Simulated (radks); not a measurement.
The mean radii <r> (bohr) of the occupied orbitals of an atom or ion are listed with their occupations. Method: scalar-relativistic Kohn-Sham, r2SCAN, spin-polarised, spherical densities, finite nucleus; meta-GGA in the generalised Kohn-Sham scheme; Fermi nuclear charge, rms radius of each element as measured or else 0.836 A^(1/3) + 0.57 fm; computed with a radial shooting solver on a logarithmic mesh with Libxc functionals.

| orbital | occ. | <r> |
|---|---|---|
| 1s down | 1 | 0.02191 |
| 1s up | 1 | 0.02191 |
| 2s down | 1 | 0.09326 |
| 2s up | 1 | 0.09326 |
| 2p down | 3 | 0.08238 |
| 2p up | 3 | 0.08238 |
| 3s up | 1 | 0.2440 |
| 3s down | 1 | 0.2438 |
| 3p up | 3 | 0.2427 |
| 3p down | 3 | 0.2425 |
| 3d up | 5 | 0.2212 |
| 3d down | 5 | 0.2209 |
| 4s up | 1 | 0.5473 |
| 4s down | 1 | 0.5478 |
| 4p up | 3 | 0.5759 |
| 4p down | 3 | 0.5766 |
| 4d up | 5 | 0.6146 |
| 4d down | 5 | 0.6160 |
| 5s up | 1 | 1.140 |
| 5s down | 1 | 1.150 |
| 4f up | 4 | 0.6801 |

Name the element and its charge. Open shells, if any, are filled with parallel spins first.

Answer. Z = 64, gadolinium, charge +12: Gd12+ in [Kr] 4d10 4f4 5s2. The 1s radius gives Z: for a bare nucleus <r> = (2 gamma + 1)/(2Z) with gamma = sqrt(1 - (Z/c)^2), 0.02163 bohr for Z = 64, and screening makes it slightly larger (0.02191 here). The occupations add up to 52, and the charge is Z minus that.
